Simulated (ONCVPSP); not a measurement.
Building the ONCV potential for Mg (Z = 12) (PBE, scalar-relativistic).

Mg, optimised norm-conserving Vanderbilt (ONCV), made with ONCVPSP 4.0.1 (PBE, scalar-relativistic). Core [He], reference 2s2 2p6 3s2. Waves: 2s+3s: rc 1.35 bohr, ncon 4, nbas 9, qcut 6.7 1/bohr, 3 projectors, debl 1 Ha; 2p: rc 0.80 bohr, ncon 4, nbas 7, qcut 21.7 1/bohr, 2 projectors, debl 3.5 Ha; d scattering state at 0.39 Ha: rc 0.80 bohr, ncon 3, nbas 6, qcut 11 1/bohr, local. Local part: the d channel. Core correction: Teter function fitted to the true core (icmod 2), fcfact 0.35.

Problem. Estimate the cutoffs (Ha) at which the residual kinetic energy of the hardest occupied pseudo-wave falls to 1 and 0.1 mHa per electron.

Solution. 133 Ha and 157 Ha.

Problem. What does a ghost test show?

Solution. No bound ghost flagged; no localised positive-energy state flagged.

Problem. Which valence shell sets the plane-wave cutoff?

Solution. 2p: 133 Ha for 1 mHa per electron, against 19 Ha for 2s.

Problem. Tests: 2s2 2p6 3s1; 2s2 2p6 3s0; 2s2 2p6 3s1.5; 2s2 2p5 3s2. Which has the largest error in its energy relative to the reference configuration, and how large is it?

Solution. 2s2 2p5 3s2, with +56 meV (all-electron minus pseudo) on +58.54 eV.
